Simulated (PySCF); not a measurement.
Species: Nb(CH2)Br3, CH₂Br₃Nb (singlet state).
Geometry (PBE0-D3(BJ)/def2-SVP, Å), atoms numbered from 1 in this order:
```xyz
7
CH2Br3Nb angstrom
Nb    -0.0135    0.0541   -0.7008
C      0.1774   -0.0369    1.1638
H     -0.6612    0.3046    1.7919
H      1.0403   -0.4707    1.6889
Br     2.2063   -0.0345   -1.6429
Br    -1.3387    2.0276   -1.1431
Br    -1.3187   -1.9462   -1.2263
```

The calculation used PySCF 2.14.0, PBE0-D3(BJ)/def2-SVP geometry optimisation, gas phase, def2 core potentials past Kr.

(1) Which atoms are bound to Nb1, and at what distances?

(2) List the angles at Nb1.

(3) What is the shape at Nb1?

(4) What are the other bond lengths?

(5) What are the rotational constants (commonest isotopes, rigid rotor)?

Results:

(1) 4 atoms: C2 1.877 Å, Br5 2.413 Å, Br6 2.418 Å, Br7 2.446 Å. The nearest atom not counted as bound is H3, at 2.59 Å.

(2) 
| angle | degrees | distance of the outer atoms (Å) |
| --- | --- | --- |
| Br5–Nb1–Br6 | 117.6 | 4.13 |
| Br5–Nb1–Br7 | 112.1 | 4.03 |
| Br6–Nb1–Br7 | 109.6 | 3.97 |
| C2–Nb1–Br5 | 107.0 | 3.46 |
| C2–Nb1–Br6 | 106.1 | 3.45 |
| C2–Nb1–Br7 | 103.2 | 3.41 |

(3) Distorted tetrahedral: angles from 103.2° to 117.6°; τ4 = (360° − α − β)/141° = 0.92 with α and β the two widest (0 for a square, 1 for a tetrahedron). The Nb–Br distances aren't all alike: 2.413 to 2.446 Å.

(4) C2–H3, C2–H4 1.101 Å.

(5) A = 697.4, B = 644.0, C = 390.4 MHz: an asymmetric top.

Point group: near Cs, missed by 0.21 Å at most; the miss may be what the optimiser left on a soft mode. Charge 0, singlet. Stationary, but not proved a minimum.
